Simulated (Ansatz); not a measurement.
Process, species as SMILES: [O][SiH2]O → [O-][SiH2]O (an electron is taken up)
Structures are relaxed separately at B3LYP-D3(BJ)/def2-TZVP in Ansatz (an electronic-structure program), one conformer each, not searched for the lowest.

Quantity: adiabatic electron affinity (electronic energy difference), positive where the reaction releases energy, in eV. Valence correlation only, unless marked. Open shells are spin-unrestricted. No spin-orbit coupling. Non-relativistic. Anions need diffuse functions: aug- sets have them; def2-D sets add few; the other sets have none. CBS marks a two-point X^-3 extrapolation of the correlation energy; Hartree-Fock from the larger set. The bracket is a focal-point correction in the basis named.

RI-MP2/CBS(aug-cc-pV(T+d)Z,aug-cc-pV(Q+d)Z)+[CCSD(T)-MP2]/aug-cc-pV(T+d)Z (Ansatz) gives 3.47 eV.

Problem. Another calculation gave 3.32 eV. Which level was it?
A) LC-wPBE/def2-TZVPD (Ansatz)
B) BLYP/def2-TZVPD (Ansatz)
C) SVWN5/def2-TZVPD (Ansatz)
D) r2SCAN0/def2-TZVPD (Ansatz)

Solution. A, LC-wPBE/def2-TZVPD (Ansatz). The others give 3.17 (BLYP), 3.54 (SVWN5), 3.03 (r2SCAN0) eV.
